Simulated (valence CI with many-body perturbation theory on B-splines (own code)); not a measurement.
Which ion has this spectrum?

A relativistic CI+MBPT calculation for an atom or ion with 40 electrons gives these levels (eV):

| J | Parity | E | g |
| --- | --- | --- | --- |
| 0 | even | 0.000 |  |
| 1 | even | 10.939 | 1.50 |
| 2 | even | 15.404 | 1.29 |
| 4 | even | 15.529 | 1.09 |
| 3 | even | 16.834 | 1.19 |
| 0 | even | 25.275 |  |
| 2 | even | 26.158 | 1.17 |
| 4 | even | 26.330 | 1.16 |
| 3 | even | 26.896 | 1.13 |
| 5 | even | 28.641 | 1.08 |
| 1 | even | 29.667 | 1.14 |
| 6 | even | 29.900 | 1.08 |
| 3 | even | 31.413 | 1.10 |
| 4 | even | 31.424 | 1.03 |

The energies are calculated, and their last digits are not significant.

Q: Which is it?
A. Lu31+
B. Ta33+
C. Er28+
D. Hf32+

A: A. Lu31+, ground level (4d3/2^4) J=0.
